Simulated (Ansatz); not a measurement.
Ansatz (an electronic-structure program) input (B2PLYP/def2-TZVPD):

Ansatz 0.2 input:
```yaml
crystal:
  periodic: [false, false, false]
  atoms:
    - {symbol: F, position_ang: [-0.09768840, 1.54178301, -0.47024977]}
    - {symbol: C, position_ang: [-0.05232106, 0.63237285, 0.54410165]}
    - {symbol: Cl, position_ang: [1.58947801, -0.41334469, 0.05430423]}
    - {symbol: Cl, position_ang: [-1.51929437, -0.62608379, 0.00261565]}
basis:
  gaussian:
    orbitals: def2-TZVPD
hamiltonian:
  xc: {name: B2PLYP}
total_charge: -1
magnetization: {spin_polarized: false}
correlation: {electrons: outside_noble_gas}
```

End of the output:

```
integrals: 0.22 GiB planned
1035 factors; integrals over basis functions are off by at most 9.0e-4 eV
mean field: 0.72 GiB planned
mean field evaluation 1: about -28782.8738 eV, gradient 2.8e1 eV
mean field evaluation 2: about -28782.9558 eV, gradient 2.8e1 eV
mean field evaluation 4: about -28784.9443 eV, gradient 3.2e0 eV
mean field evaluation 8: about -28784.9800 eV, gradient 5.3e-1 eV
mean field evaluation 16: about -28784.9814 eV, gradient 2.3e-4 eV
mean field -28784.98137406 eV, -1057.8285543355 hartree, gradient 5.0e-6 eV, S^2 0.000000; 0 other end points of the search recorded, 0 dependent functions left out
12 core orbitals not correlated
reference -28784.98152447 eV, -1057.8285598630 hartree; 13, 13 occupied and 144, 144 virtual orbitals, 1035 factors
second order -26.73314051 eV of doubles, -0.00000000 eV of singles
Total energy: -28792.19947241 eV, -1058.0938145572 hartree
```

It need not be the lowest isomer of its formula. Whether it binds its extra electron was not tested at this geometry.
